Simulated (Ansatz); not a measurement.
```yaml
crystal:
  periodic: [false, false, false]
  atoms:
    - {symbol: Cd, position_ang: [0.000794, -0.000226, -0.000230]}
    - {symbol: F, position_ang: [0.221205, 1.737309, -0.943843]}
    - {symbol: F, position_ang: [-0.222000, -1.737083, 0.944073]}
basis:
  gaussian: {orbitals: STO-3G}
total_charge: 2
hamiltonian: {xc: {name: wPBEh}, pseudopotentials: {relativity: none}}
scf: {omitted_lower_state_checks: [starts]}
output: {forces: true}
```

```sh
$ ansatz run in.yaml --threads 4 --pin off --events-out ev --progress --plain --max-ram 3916MiB
```

Output, abridged:

```
Functional definition: wPBEh
497 factors; integrals over basis functions are off by at most 5.1e-4 eV
44 factors; integrals over basis functions are off by at most 1.9e-7 eV
mean field evaluation 1: about -152580.4947 eV, gradient 6.8e1 eV
mean field evaluation 2: about -152356.8860 eV, gradient 1.6e2 eV
mean field evaluation 4: about -152624.0269 eV, gradient 2.6e1 eV
mean field evaluation 8: about -152626.4163 eV, gradient 1.3e1 eV
mean field evaluation 16: about -152627.5151 eV, gradient 6.4e-1 eV
mean field evaluation 32: about -152627.5726 eV, gradient 5.6e-5 eV
mean field evaluation 64: about -152627.5726 eV, gradient 3.3e-6 eV
mean field -152627.57264492 eV, -5608.9598400165 hartree, gradient 9.4e-11 eV, S^2 0.000000; 0 other end points of the search recorded, 0 dependent functions left out
reference -152627.57265909 eV, -5608.9598405371 hartree; 32, 32 occupied and 5, 5 virtual orbitals, 497 factors
WARN: the results are in doubt because the forces break the atoms' symmetry
Total energy: -152627.57265909 eV, -5608.9598405371 hartree
Atom 0 at     0.000794    -0.000226    -0.000230 Å, force    -0.002988    -0.000428     0.002005 eV/Å
Atom 1 at     0.221205     1.737309    -0.943843 Å, force    -0.210960    -1.665261     0.903984 eV/Å
Atom 2 at    -0.222000    -1.737083     0.944073 Å, force     0.213947     1.665688    -0.905989 eV/Å
Dipole moment:     0.000528    -0.000158    -0.000133 e Å
In doubt: the forces break the atoms' symmetry
Checks for a lower state left out: starts
```

Hardware: 4 threads of Arm Neoverse V2 on a shared host. Wall time 7 s.

The program marks the result for the charge 2 singlet as doubtful (asymmetric forces).

The dipole of an ion depends on the origin.
